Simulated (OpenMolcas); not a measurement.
Mo3+ with its 8 nearest fluoride ions at 2.212 Å, on the Ca site of CaF2 (a = 5.46294 Å, distance in the model lattice 2.366 Å). The rest of the host is ab initio model potentials to 7.6 Å and point charges beyond; the distance is set by hand and nothing relaxes, and no local charge compensation is placed. Ligand basis ANO-RCC-VDZP.
```
Mo    0.0000    0.0000    0.0000
F     1.2771    1.2771    1.2771
F     1.2771    1.2771   -1.2771
F     1.2771   -1.2771    1.2771
F     1.2771   -1.2771   -1.2771
F    -1.2771    1.2771    1.2771
F    -1.2771    1.2771   -1.2771
F    -1.2771   -1.2771    1.2771
F    -1.2771   -1.2771   -1.2771
```

```
Program             : OpenMolcas
Method              : SS-CASPT2, IPEA 0.25 Eh, imaginary shift 0.1 Eh (closed shells correlated: 4s 4p and the ligand valence shells)
Basis               : ANO-RCC-VDZP [6s5p3d1f]
Scalar Hamiltonian  : DKH2, point nucleus
Active space        : 3 electrons in 5 orbitals (4d)
State averaging     : 2S+1 = 4 even, 10 roots; 2S+1 = 2 even, 40 roots
Spin-orbit coupling : RASSI with atomic mean-field integrals over the reference wave functions
```

Question: What is the spin-free ground state (labels of O, the rotations of Oh)?

Answer: 2E, 2-fold in its orbital part; d3 allows 2S+1 = 4, so this is a state of lower spin.

Question: Where is the first state of the same spin?

Answer: 2T1 at 13100 cm-1 above the ground state.

Question: What are the lowest two levels with spin-orbit coupling?

Answer: A 4-fold level Γ8, then a 2-fold level Γ7 2850 cm-1 above it. Their leading multiplicities are 2 (89 %) and 4 (100 %).

Question: What is χT at 300 K?

Answer: 0.41 cm3 K/mol.

Question: Which ligand-field parameters describe the states?

Answer: A least-squares ligand-field fit to the states below 45000 cm-1, each weighted by its degeneracy and with a free common offset, gives 10Dq = -15786 cm-1 (negative for this site), B = 550 cm-1 and C = 2558 cm-1 (C/B = 4.65), with an rms deviation of 385 cm-1. The same method and metal basis give the free ion B = 685 cm-1 (fit to its terms below 60000 cm-1, rms deviation 401 cm-1), so the nephelauxetic ratio is β = 550 / 685 = 0.80; it hangs on how both fits weigh the states, and computed free-ion B values tend to be too large, so β mixes covalency with correlation.

Roots that are degenerate in the reference are averaged as groups; the widest CASPT2 spread within a group is 310 cm-1 (the 3-fold group of multiplicity 4 near 17400 cm-1 above the lowest state of its run). Shifts and gaps below about the spread of the groups concerned are not significant. Over all roots computed the reference weight is 0.69 to 0.70; a low but even weight reflects the number of correlated electrons. An orbital doublet at a regular site is open to a Jahn-Teller distortion, which this geometry leaves out. This shell can be high or low spin here, a state of another spin lies low, and with metal d orbitals alone active their balance is uncertain, so the ground spin may be wrong, although the usual error favours high spin. Ligand-to-metal charge-transfer states are missing. With no ligand orbital active B as a rule stays too high, so bands that hang on it stand too high and its fall with covalency is understated. With one d shell and no ligand orbital active, 10Dq can be off by a tenth or more. No measured value stands beside these numbers; the geometry was set by hand and not optimised.
